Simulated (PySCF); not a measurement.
## Frontier orbitals and the lowest excitations

Compound: C7H7OP.
Z-matrix (Å and degrees, GFN2-xTB geometry), rows numbered from 1:
```
C 
C   1  1.4935
C   2  1.3899  1  118.51
C   3  1.3857  2  124.36  1  -179.97
C   4  1.3789  3  123.77  2     0.01
P   5  1.7294  4  124.65  3    -0.05
C   2  1.4033  1  120.07  3   179.98
C   7  1.4621  2  122.84  1    -0.05
O   8  1.2060  7  128.07  2     0.24
H   1  1.0877  2  110.94  3    -0.08
H   1  1.0890  2  110.35  3  -121.39
H   1  1.0890  2  110.33  3   121.21
H   3  1.0813  2  117.68  1     0.01
H   4  1.0826  3  117.95  2  -179.98
H   5  1.0825  4  118.69  3   179.96
H   8  1.1135  7  111.51  2  -179.77
```

Computed with TDDFT wB97X-D/def2-SVPD, vertical, gas phase, core orbitals frozen in the response (PySCF 2.14.0, density-fitted response routines).

Frontier orbitals with the atoms that hold most of them (Löwdin shares over 4%, at most four atoms; ? is withheld):

| orbital | ε (eV) | atoms |
| --- | --- | --- |
| HOMO-3 | -10.11 | P6 57%, C7 12%, C5 10%, C2 4% |
| HOMO-2 | -9.74 | C7 25%, C4 15%, C5 14%, C2 14% |
| HOMO-1 | -9.33 | ? |
| HOMO | -9.21 | P6 26%, C3 21%, C5 17%, C2 10% |
| LUMO | -0.76 | ? |
| LUMO+1 | 0.13 | C5 19%, P6 18%, C2 17%, C3 12% |
| LUMO+2 | 2.23 | C4 17%, C3 14%, C5 11%, H14 10% |

Q: Give the leading atoms of the HOMO-1.

A: O9 (bonded to C) 56%; C8 (bonded to C, O and H) 13%; C7 (bonded to 2 C and P) 9%; H16 (bonded to C) 8%. By element: oxygen 56%, carbon 22% or more, hydrogen 8% or more.

Q: Which atoms hold the LUMO, and with what shares?

A: P6 (bonded to 2 C) 25%; C7 (bonded to 2 C and P) 14%; O9 (bonded to C) 13%; C8 (bonded to C, O and H) 11%. By element: carbon 26% or more, phosphorus 25%, oxygen 13%.

Q: How does S1 compare with the orbital gap of 8.44 eV?

A: S1 is at 3.61 eV (f = 0.0005), 4.83 eV below the gap, made of HOMO-1→LUMO (82%), HOMO-1→LUMO+3 (9%). Its leading pair isn't HOMO and LUMO; the energies of that pair differ by 8.57 eV. 

Q: One configuration dominates each of S1, S5 and S8. Which, and how do the shares of the two leading atoms of either orbital change from the occupied to the empty one?

A: 
- S1 (3.61 eV, f 0.0005), HOMO-1→LUMO (82%): O9 56% → 13%, C8 13% → 11%, P6 at most 8% → 25%, C7 9% → 14%
- S5 (5.37 eV, f 0.0004), HOMO-1→LUMO+1 (70%): O9 56% → at most 12%, C8 13% → at most 12%, C5 at most 8% → 19%, P6 at most 8% → 18%
- S8 (6.01 eV, f 0.267), HOMO-2→LUMO+1 (84%): C7 25% → at most 12%, C4 15% → at most 12%, C5 14% → 19%, P6 at most 14% → 18%

Löwdin shares depend on the basis, the more so with diffuse functions.

One conformer stands for the species.
